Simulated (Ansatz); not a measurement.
Reaction (redistribution): `[CH3][GeH3]` + `IC1CB[SiH2]1` → `[CH3][GeH2][I]` + `B1CC[SiH2]1`

Isolated molecules relaxed with PBE0-D4/def2-TZVP in Ansatz; ΔE leaves out vibrations. CBS: MP2 limit from def2 TZ/QZ plus the TZ coupled-cluster correction, frozen cores. DFT in def2-TZVPP. B3LYP here is the variant with VWN-RPA as its local correlation; programs differ in this. def2 core potentials past Kr. For Ge, I outer-core shells are correlated without core-valence functions, which leaves a few kJ/mol of doubt a bond. Scalar relativity is left out up to krypton.

`[CH3][GeH3]`:

Z-matrix (Å, degrees):
```
C
Ge 1 1.953
H 1 1.091 2 110.3
H 1 1.090 2 110.3 3 120.0
H 1 1.090 2 110.3 3 -120.0
H 2 1.539 1 110.4 3 -59.8
H 2 1.539 1 110.4 3 60.2
H 2 1.539 1 110.4 3 -179.8
```

`IC1CB[SiH2]1`:

Z-matrix (Å, degrees):
```
C
C 1 1.539
I 1 2.143 2 116.7
Si 1 1.906 2 92.2 3 -127.3
H 1 1.090 2 110.7 3 119.0
B 2 1.572 1 99.7 3 149.5
H 2 1.093 1 116.8 3 -76.7
H 2 1.107 1 109.4 3 43.4
H 4 1.488 1 117.9 2 -141.3
H 4 1.488 1 111.1 2 91.4
H 6 1.191 2 129.4 1 157.9
```

`[CH3][GeH2][I]`:

```xyz
8

C     0.611   -0.794    0.423
Ge   -0.606    0.448   -0.445
I     0.034    2.793    0.237
H     0.536   -0.691    1.505
H     1.635   -0.585    0.116
H     0.354   -1.817    0.142
H    -2.063    0.248   -0.001
H    -0.501    0.397   -1.977
```

`B1CC[SiH2]1`:

Z-matrix (Å, degrees):
```
C
C 1 1.555
B 1 1.572 2 101.2
H 1 1.095 2 116.9 3 -132.4
H 1 1.106 2 109.2 3 108.3
Si 2 1.906 1 90.7 3 -21.4
H 2 1.093 1 110.3 3 90.2
H 2 1.091 1 116.1 3 -146.5
H 3 1.193 1 129.7 2 -156.8
H 6 1.492 2 119.4 1 141.1
H 6 1.493 2 111.5 1 -92.1
```

| level | ΔE (kJ/mol) | difference from CCSD(T)/CBS |
| --- | --- | --- |
| LDA (SPW92) | -118.4 | 2.0 |
| r2SCAN-D4 | -126.4 | -6.0 |
| B3LYP-D4 | -123.5 | -3.1 |
| CAM-B3LYP-D4 | -125.6 | -5.2 |
| CAM-B3LYP | -128.4 | -8.0 |
| LC-ωPBE | -131.2 | -10.8 |
| RPA@PBE/def2-TZVPP | -112.2 | 8.2 |
| CCSD(T)/def2-TZVPP | -119.0 | 1.4 |
| HF/CBS(def2) | -142.6 | -22.2 |
| CCSD/CBS(def2) | -124.8 | -4.4 |
| CCSD(T)/CBS | -120.4 | 0 |

Largest T1 diagnostic among the species: 0.012.

The D4 term adds +4.9 kJ/mol with B3LYP and +2.6 kJ/mol with PBE0; it sums over pairs of atoms, weighted by their polarisabilities, and B3LYP, whose exchange is more repulsive, gets the larger term. From r2SCAN to r2SCAN0 (25 % exact exchange), in def2-TZVPP and without D4, ΔE moves by −5.9 kJ/mol.
